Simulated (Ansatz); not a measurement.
```yaml
crystal:
  periodic: [false, false, false]
  atoms:
    - {symbol: C, position_ang: [1.598285, 0.202281, -1.177976]}
    - {symbol: N, position_ang: [0.661402, -0.450926, -0.293044]}
    - {symbol: C, position_ang: [1.162457, -1.691908, 0.248630]}
    - {symbol: Nb, position_ang: [-1.072008, 0.343322, 0.138425]}
    - {symbol: O, position_ang: [-2.029776, 0.904933, -1.411707]}
    - {symbol: O, position_ang: [-1.501479, 0.510378, 2.042986]}
    - {symbol: O, position_ang: [-0.426519, 2.173642, 0.289550]}
    - {symbol: O, position_ang: [-1.961136, -1.320105, 0.396225]}
    - {symbol: H, position_ang: [2.539400, 0.424990, -0.656402]}
    - {symbol: H, position_ang: [1.192894, 1.143234, -1.550587]}
    - {symbol: H, position_ang: [1.832295, -0.438146, -2.038222]}
    - {symbol: H, position_ang: [0.401485, -2.181238, 0.854763]}
    - {symbol: H, position_ang: [2.050444, -1.520629, 0.871768]}
    - {symbol: H, position_ang: [1.447178, -2.377675, -0.560272]}
    - {symbol: H, position_ang: [-2.056564, 1.827204, -1.674863]}
    - {symbol: H, position_ang: [-1.416016, 1.382511, 2.430702]}
    - {symbol: H, position_ang: [-0.003799, 2.685844, 0.976375]}
    - {symbol: H, position_ang: [-2.455947, -1.606511, 1.165452]}
basis:
  gaussian: {orbitals: x2c-TZVPPall, fitting: {mean_field: cc-pVTZ-jkfit}}
hamiltonian: {xc: {name: B3LYP5}}
output: {forces: true}
```

```sh
$ ansatz run in.yaml --threads 4 --pin off --events-out ev --progress --plain --max-ram 63488MiB --backend cuda --devices 0, --max-vram 37GiB
```

Shortened log:

```
Functional definition: B3LYP5
Error: <dir> the basis set cc-pVTZ-JKFIT has no functions for Nb
```

Run time 0.8 s (4 threads of an AMD EPYC 7R13 on a shared host and a share of an NVIDIA H100 80 GB); peak host memory 0.74 GiB.
